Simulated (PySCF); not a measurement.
# How methods differ on the ionisation energy of Sm

Sm [Xe] 4f6 6s2 [4f5/2^6, M_J = 0] → Sm⁺ [Xe] 4f6 6s1 [4f5/2^6 6s1/2^1, M_J = 1/2], as a difference of total energies. Calculation: PySCF 2.14, in x2c-TZVPall-2c; the two-component X2C-1e Hamiltonian. Correlated levels: [Ar] 3d10 frozen; the 18 highest virtual spinors dropped. "Screened" scales the spin-orbit matrix elements by Boettger's factors to mimic the two-electron term; Breit and QED terms are absent.

```csv
method,ionisation energy (eV),error (eV)
GHF (spin-free),4.586,-1.058
GMP2 (spin-free),5.492,-0.152
GHF (screened spin-orbit),4.588,-1.056
GMP2 (screened spin-orbit),5.494,-0.150
```

Reference: 5.644 eV (measured; NIST Atomic Spectra Database, ionization energies).

The spin-free rows relax to the high-spin LS determinant and lack the spin-orbit shift.

The labels give the starting determinants; with spin-orbit coupling the two ends relaxed to ⟨J²⟩ = 5.51, ⟨L²⟩ = 11.92, ⟨S²⟩ = 11.91 and ⟨J²⟩ = 6.26, ⟨L²⟩ = 11.92, ⟨S²⟩ = 15.63.

The determinant of Sm and of Sm⁺ mixes levels of different J (the jj label is only the starting occupation), so the difference between spin-free and spin-orbit rows is not the physical spin-orbit shift.
